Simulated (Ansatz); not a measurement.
Start from `FB(F)Br` and change one element to get `[F][Ga]([F])[Br]`.

Ansatz, PBE0-D4/def2-TZVP geometries, multiplicity 1. 

Scalar relativity is left out up to krypton.

```csv
property,`FB(F)Br`
zero-point energy (PBE0-D4/def2-TZVP) / kJ/mol,27.2
HOMO–LUMO gap (B3LYP/def2-TZVPP) / eV,8.14
LUMO energy (PBE/def2-TZVPP) / eV,-1.42
LUMO energy (B3LYP/def2-TZVPP) / eV,-0.65
HOMO energy (PBE/def2-TZVPP) / eV,-7.70
"ideal-gas entropy at 298 K and 1 bar (rigid rotor, harmonic PBE0-D4/def2-TZVP) / J/(mol·K)",287
```

(1) What does the change do to each property? (Best estimate.)

## Answers

(1) Ansatz gave: 
```tsv
property	`[F][Ga]([F])[Br]`	shift
zero-point energy (PBE0-D4/def2-TZVP) / kJ/mol	13.4	-13.8
HOMO–LUMO gap (B3LYP/def2-TZVPP) / eV	6.56	-1.58
LUMO energy (PBE/def2-TZVPP) / eV	-3.17	-1.75
LUMO energy (B3LYP/def2-TZVPP) / eV	-2.59	-1.94
HOMO energy (PBE/def2-TZVPP) / eV	-8.06	-0.36
ideal-gas entropy at 298 K and 1 bar (rigid rotor, harmonic PBE0-D4/def2-TZVP) / J/(mol·K)	324	37
```

With PBE0 the HOMO falls by 0.34 eV and the LUMO falls by 1.81 eV, so the gap narrows by about 1.47 eV. PBE moves the HOMO by -0.36 eV and ωB97M-V by -0.33 eV.

B3LYP here is the variant with VWN-RPA as its local correlation; programs differ in this.

Spin–orbit coupling is left out; it splits and shifts lone-pair levels of the heavy atoms by tenths of an eV.
